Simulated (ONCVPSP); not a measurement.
# Before and after: ONCV potential for Se (Z = 34)

Se (Z = 34), optimised norm-conserving Vanderbilt (ONCV), made with ONCVPSP 4.0.1 (LDA (Perdew-Zunger), scalar-relativistic). Core [Ar] 3d10, reference 4s1.5 4p4.5. Waves: 4s: rc 1.30 bohr, ncon 4, nbas 7, qcut 5.6 1/bohr, 2 projectors, debl 3.1 Ha; 4p: rc 1.75 bohr, ncon 3, nbas 6, qcut 4 1/bohr, 3 projectors, debl 2.1 Ha; d scattering state at 0.23 Ha: rc 1.80 bohr, ncon 3, nbas 6, qcut 4.7 1/bohr, 1 projector. Local part: polynomial inside 1.00 bohr (lpopt 5, dvloc0 0 Ha). Core correction: Teter function, fcfact 4.25, rcfact 1.8.

Change: s: qcut 3.4.

Cutoffs: the cutoffs (Ha) at which the residual kinetic energy of the hardest occupied pseudo-wave falls to 1 and 0.1 mHa per electron; they do not see the model core or the augmentation charge, which bear on the density cutoff. Errors are all-electron minus pseudo energies relative to the spin-unpolarised reference configuration.

What does the change do?

The potential gets softer (30 Ha and 71 Ha → 26 Ha and 48 Ha); the bound ghost in s disappears; the lowest positive-energy flag moves from p at 247.2 eV to s at 57.8 eV; the errors of the 4 common tests hardly move. The waves are optimised to have the least kinetic energy above qcut, so the cutoff follows it (qcut²/2 in Ha).

```tsv
quantity	base	changed
cutoff, loose	30 Ha	26 Ha
cutoff, tight	71 Ha	48 Ha
loose cutoff by channel	s 30 Ha, p 8.2 Ha	s 26 Ha, p 8.2 Ha
bound ghosts	s	none
GHOST(+) flags under 300 eV	p at 247.2 eV	s at 57.8 eV, p at 247.2 eV
error for 4s2 4p4, meV [ΔE -5.44 eV]	-0.1	-0.2
error for 4s2 4p3, meV [ΔE 5.57 eV]	-23	-23
error for 4s2 4p2, meV [ΔE 26.13 eV]	-142	-141
error for 4s2 4p1, meV [ΔE 57.28 eV]	-457	-452
s: phases at 1.32 bohr within 0.05 rad from the reference energy up to (Ha; the scan ends near 5)	to the end of the scan	to the end of the scan
p: phases at 1.77 bohr within 0.05 rad from the reference energy up to (Ha; the scan ends near 5)	to the end of the scan	to the end of the scan
d: phases at 1.83 bohr within 0.05 rad from the reference energy up to (Ha; the scan ends near 5)	0.9	0.9
rms error of d²Exc/dni dnj with the model core, mHa	4.26	4.30
```

 A true bound ghost makes a file unfit for plane-wave use even where its test errors are small: the radial tests pick states by their node count and pass the ghost by.
